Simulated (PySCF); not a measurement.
C2H8NSSi2 (doublet state).
Cartesian coordinates in Å at the GFN2-xTB level; atoms count from 1:
```xyz
14
C2H8NSSi2 angstrom
C     -2.448    1.499   -0.320
N     -1.608    0.538   -0.063
Si    -1.058   -0.858   -0.739
C      0.224   -1.672    0.376
S      1.933   -1.427   -0.276
Si     2.293    0.619    0.220
H     -2.579    2.262    0.432
H     -3.017    1.585   -1.236
H     -1.183   -1.511   -2.035
H      0.107   -2.753    0.406
H      0.203   -1.295    1.395
H      1.326    1.441   -0.496
H      3.659    0.810   -0.236
H      2.147    0.762    1.664
```

The hyperfine couplings belong to this conformer and change with its torsions.

The species is `S(C[SiH]N=C)[SiH3]` [radical].

Computed with UKS B3LYP, pcH-1 on C H N S Si, non-relativistic, mean-field spin-orbit, GIAO in PySCF 2.14.0. Geometry: GFN2-xTB, one conformer, isolated molecule. The geometry wasn't refined by DFT: couplings that depend on bond lengths, twists or pyramidal angles can differ widely from those at the functional's own minimum, by a factor of two or more for some ions and for spin on atoms past the first row. The SCF solution wasn't tested for stability.

Task: Give the principal g shifts and their parts.

Result: 
```json
{"Δg (ppm)": "relativistic mass correction", "1": "-134", "2": "-134", "3": "-134"}
{"Δg (ppm)": "gauge correction", "1": "15", "2": "5", "3": "32"}
{"Δg (ppm)": "orbital Zeeman/spin–orbit", "1": "-1716", "2": "-447", "3": "929"}
{"Δg (ppm)": "total", "1": "-1835", "2": "-576", "3": "828"}
```

So g = 2.00048, 2.00174, 2.00315 and g_iso = 2.00179; the tensor is rhombic: the two nearest values differ by 47 % of g3 − g1. Axes: g3 points within 14° of the C1–N2 bond.

Task: What are the electron Larmor frequencies g μB B/h along the three axes at 1200 mT?

Result: 33.5991, 33.6203, 33.6438 GHz for g1, g2 and g3, a range of 44.7 MHz.

Task: At 9.389 GHz, how far is the centre of the isotropic spectrum from where a free electron (g = 2.002319) resonates?

Result: B = hν/(g μB) with μB/h = 13.99624 MHz/mT gives 335.02 mT for the free electron and 335.11 mT at g_iso, 0.09 mT higher.

Task: In a frozen sample, at which fields do the three g values resonate at 9.5, 34, 94 and 263 GHz (hyperfine left aside), and which band first spreads them over more than twice a line width of 0.3 mT?

Result: 
```
band    GHz  B(g3) mT  B(g2) mT  B(g1) mT  spread mT
   X    9.5    338.84    339.08    339.29       0.45
   Q   34.0   1212.70   1213.55   1214.32       1.61
   W   94.0   3352.77   3355.12   3357.23       4.46
   J  263.0   9380.62   9387.19   9393.10      12.48
```

The spread grows in proportion to the frequency. Q band is the first where it exceeds 0.6 mT.

The largest Mulliken spin populations are on Si3 (+0.74), C1 (+0.49) and N2 (-0.16). The positive populations add up to 1.28 and the negative ones to -0.28, together 2S = 1. The angles at Si3 add up to 359.4°, so it is planar; its axial dipolar tensor and the negative coupling of its proton fit spin in a p orbital normal to that plane.

The HOMO–LUMO gaps are 3.90 eV among the α and 4.09 eV among the β orbitals.

The run took 95 s of wall time (with the writing of density and orbital grids) on Arm Neoverse V1, one thread, shared host, and the process peaked at 0.98 GiB of memory.
